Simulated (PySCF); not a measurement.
## How methods differ on the excitation energy of Se

Se [Ar] 3d10 4s2 4p4 (3P) → Se [Ar] 3d10 4s2 4p3 5s1 (5S), as a difference of total energies. All numbers are calculated (PySCF 2.14, scalar relativity by spin-free X2C-1e, in x2c-QZVPPall with one added diffuse shell each of s, p, d, f type (12s9p6d5f1g, 113 functions)). Correlated levels: valence: [Ar] 3d10 frozen; valence and next inner shell: [Ne] frozen. The calculations carry no spin-orbit coupling.

```json
{"method": "UHF", "excitation energy (eV)": "5.377", "error (eV)": "-0.480"}
{"method": "LDA", "excitation energy (eV)": "6.075", "error (eV)": "+0.218"}
{"method": "PBE", "excitation energy (eV)": "5.953", "error (eV)": "+0.096"}
{"method": "PBE0", "excitation energy (eV)": "6.026", "error (eV)": "+0.169"}
{"method": "r2SCAN", "excitation energy (eV)": "6.217", "error (eV)": "+0.360"}
{"method": "HSE06", "excitation energy (eV)": "6.047", "error (eV)": "+0.190"}
{"method": "BLYP", "excitation energy (eV)": "6.133", "error (eV)": "+0.276"}
{"method": "TPSSh", "excitation energy (eV)": "6.180", "error (eV)": "+0.323"}
{"method": "MP2 (valence)", "excitation energy (eV)": "5.831", "error (eV)": "-0.026"}
{"method": "SCS-MP2 (valence)", "excitation energy (eV)": "6.046", "error (eV)": "+0.189"}
{"method": "MP2 (valence and next inner shell)", "excitation energy (eV)": "5.850", "error (eV)": "-0.007"}
{"method": "SCS-MP2 (valence and next inner shell)", "excitation energy (eV)": "6.049", "error (eV)": "+0.192"}
```

Reference: 5.857 eV (measured; NIST levels, between the centres of gravity of the two terms).

Errors of the correlated levels include the incompleteness of this basis and the frozen core.

The promoted electron is Rydberg-like, and one or two diffuse shells describe it only roughly, which tends to raise the upper state.
